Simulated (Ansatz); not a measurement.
Frontier orbitals of Cl$_{2}$H$_{2}$HfSe$_{2}$, SMILES `[Cl][Hf]([Cl])([SeH])[SeH]`.

Charge 0, multiplicity 1. Correlated methods include outer-core shells of Hf, Se, which these sets cover unevenly. Scalar relativity is left out up to krypton. Hf takes the def2 core potential. Geometry: relaxed with PBE0-D4/def2-TZVP. It is one conformer, not always the lowest. Basis def2-TZVPP, the Gaussian-basis code of Ansatz.

```
functional  HOMO (eV)  LUMO (eV)
      PBE0      -7.62      -2.24
```

(1) Give HOMO and LUMO (eV) with LDA (SPW92), PBE, revPBE, BLYP, r2SCAN, B97M-V, B3LYP, r2SCANh, r2SCAN0, HSE06 (plane-wave form), BHLYP, CAM-B3LYP, LC-ωPBE, ωB97X-V, ωB97M-V. (An estimate is asked.)

Results:

(1) Ansatz gave: 
| functional | HOMO | LUMO |
| --- | --- | --- |
| LDA (SPW92) | -6.65 | -3.25 |
| PBE | -6.48 | -3.02 |
| revPBE | -6.42 | -2.94 |
| BLYP | -6.29 | -2.86 |
| r2SCAN | -6.79 | -2.88 |
| B97M-V | -6.80 | -2.81 |
| B3LYP | -7.36 | -2.41 |
| r2SCANh | -7.20 | -2.59 |
| r2SCAN0 | -7.82 | -2.15 |
| HSE06 (plane-wave form) | -7.23 | -2.62 |
| BHLYP | -8.57 | -1.28 |
| CAM-B3LYP | -8.86 | -1.16 |
| LC-ωPBE | -10.23 | -0.11 |
| ωB97X-V | -9.88 | -0.16 |
| ωB97M-V | -9.72 | -0.23 |

B3LYP here is the variant with VWN-RPA as its local correlation; programs differ in this. LC-ωPBE has ω = 0.4 bohr⁻¹.
